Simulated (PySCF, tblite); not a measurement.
Potential energy surface of Cl2Mg, singlet: map of symmetric stretch and bend. Scanned: Mg-Cl bond length and Cl-Mg-Cl angle.

Levels: GFN2-xTB, 300 K electronic temperature (tblite); RHF/cc-pVDZ (PySCF); B3LYP/cc-pVDZ (PySCF); M06-2X/cc-pVDZ (PySCF); MP2 on RHF/cc-pVDZ, 11 core orbitals frozen (PySCF); CCSD on RHF/cc-pVDZ, 11 core orbitals frozen (PySCF); CCSD(T) on RHF/cc-pVDZ, 11 core orbitals frozen (PySCF).

Energies in kcal/mol at chosen points (x: Mg-Cl bond length (Å); y: Cl-Mg-Cl angle (°)), relative to x = 2.18, y = 180:

```json
[
 {"method": "GFN2-xTB", "(2.51, 85)": "21.7", "(2.73, 162.73)": "32.9", "(2.94, 85)": "54.0", "(2.73, 93.64)": "35.7", "(1.96, 171.36)": "6.9", "(2.51, 154.09)": "16.7", "(2.51, 102.27)": "18.0"},
 {"method": "RHF", "(2.51, 85)": "58.6", "(2.73, 162.73)": "50.4", "(2.94, 85)": "106.3", "(2.73, 93.64)": "74.4", "(1.96, 171.36)": "23.5", "(2.51, 154.09)": "23.9", "(2.51, 102.27)": "43.5"},
 {"method": "B3LYP", "(2.51, 85)": "52.6", "(2.73, 162.73)": "46.5", "(2.94, 85)": "92.9", "(2.73, 93.64)": "66.6", "(1.96, 171.36)": "22.7", "(2.51, 154.09)": "22.3", "(2.51, 102.27)": "39.7"},
 {"method": "M06-2X", "(2.51, 85)": "54.5", "(2.73, 162.73)": "51.0", "(2.94, 85)": "101.1", "(2.73, 93.64)": "71.5", "(1.96, 171.36)": "20.9", "(2.51, 154.09)": "24.6", "(2.51, 102.27)": "41.7"},
 {"method": "MP2", "(2.51, 85)": "56.3", "(2.73, 162.73)": "50.1", "(2.94, 85)": "102.9", "(2.73, 93.64)": "72.5", "(1.96, 171.36)": "23.9", "(2.51, 154.09)": "23.7", "(2.51, 102.27)": "42.3"},
 {"method": "CCSD", "(2.51, 85)": "56.2", "(2.73, 162.73)": "49.6", "(2.94, 85)": "102.0", "(2.73, 93.64)": "72.1", "(1.96, 171.36)": "23.9", "(2.51, 154.09)": "23.5", "(2.51, 102.27)": "42.1"},
 {"method": "CCSD(T)", "(2.51, 85)": "55.4", "(2.73, 162.73)": "48.9", "(2.94, 85)": "99.8", "(2.73, 93.64)": "70.9", "(1.96, 171.36)": "24.1", "(2.51, 154.09)": "23.1", "(2.51, 102.27)": "41.5"}
]
```
